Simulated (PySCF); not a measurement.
B97-3 on Nb⁻ (niobium, charge -1), [Kr] 4d4 5s2, high-spin 5D determinant. Calculation: PySCF 2.14, in aug-cc-pwCVDZ-PP with ECP28MDF (6s6p5d3f, 70 functions); scalar relativity through the core potential.

```
cycle= 1 E= -56.6665057336256  delta_E= -0.017  |g|= 0.0368  |ddm|= 1.45
cycle= 2 E= -56.6664754377675  delta_E= 3.03e-05  |g|= 0.0585  |ddm|= 0.455
cycle= 3 E= -56.6695538213003  delta_E= -0.00308  |g|= 0.00471  |ddm|= 0.127
cycle= 4 E= -56.6696293120258  delta_E= -7.55e-05  |g|= 0.00238  |ddm|= 0.073
cycle= 5 E= -56.6696417210217  delta_E= -1.24e-05  |g|= 0.000456  |ddm|= 0.0248
cycle= 6 E= -56.6696430531807  delta_E= -1.33e-06  |g|= 0.000118  |ddm|= 0.0143
cycle= 7 E= -56.6696430841825  delta_E= -3.1e-08  |g|= 1.45e-05  |ddm|= 0.00148
cycle= 8 E= -56.6696430856086  delta_E= -1.43e-09  |g|= 3.19e-06  |ddm|= 0.000388
cycle= 9 E= -56.6696430857071  delta_E= -9.85e-11  |g|= 7.51e-07  |ddm|= 9.32e-05
converged SCF energy = -56.6696430857071  <S^2> = 6.0451573  2S+1 = 5.0180304
```

Highest occupied orbital energy: 0.615 eV; ⟨L²⟩ = 6.04; populations by l: s 4.00, p 6.00, d 4.00, f 0.00.

Q: Can this result be used?

A: With care. Self-consistency was reached. Energies and moments cover only the electrons outside the core potential. At B97-3 the highest occupied level has a positive energy, so only the finite basis holds that electron; in a semilocal or global hybrid functional this comes from self-interaction and does not mean that the real anion is unbound.
